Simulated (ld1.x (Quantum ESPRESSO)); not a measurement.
## Building the TM potential for Ca (PBE, scalar-relativistic).

```json
{
  "Element": "Ca (Z = 20)",
  "Generator": "ld1.x (Quantum ESPRESSO) 7.5",
  "Type": "norm-conserving Troullier–Martins (Kleinman–Bylander form)",
  "Functional": "PBE",
  "Relativity": "scalar-relativistic",
  "Frozen core": "[Ne]",
  "Valence charge": "10",
  "Reference configuration": "3s2 3p6 3d0 4s0.5 4p0 (charge +1.5)",
  "Partial waves": "3p (bound): rc 1.30 bohr; 3d (bound, empty): rc 2.45 bohr; 3s (bound): rc 1.15 bohr",
  "Local potential": "the s channel",
  "Core correction": "a·sin(br)/r model core, default radius (core density twice the valence density)"
}
```

Occupied shells without a wave of their own: 4s. They enter only through the test configuration that unscreens the potential, and ld1.x also counts them in the model core charge.

Results:

| Item | Value |
| --- | --- |
| Cutoffs needed | 90 Ry and 160 Ry (the cutoffs (Ry, on a coarse ladder) from which the occupation-weighted sum of valence levels, in a spherical-Bessel basis at the reference potential, stays within 10 and 1 mRy of its value at 400 Ry) |
| Ghost test | no extra level below or beside the all-electron valence levels (p, d, s, f tested) (spherical-Bessel basis up to 400 Ry, 20 bohr box) |
| Largest excitation error | -242 meV (all-electron minus pseudo) for 3s2 3p6 3d0 4s0 4p2, out of 7 test configurations |

ld1.x takes every shell without a wave as core, so the model core holds the 4s electrons as well and exchange and correlation see them twice. This cancels in the reference configuration, but the file is broken for other ones, and its errors say nothing about a proper core correction.

Generation and tests took about 1.3 s on one core of a shared server CPU.
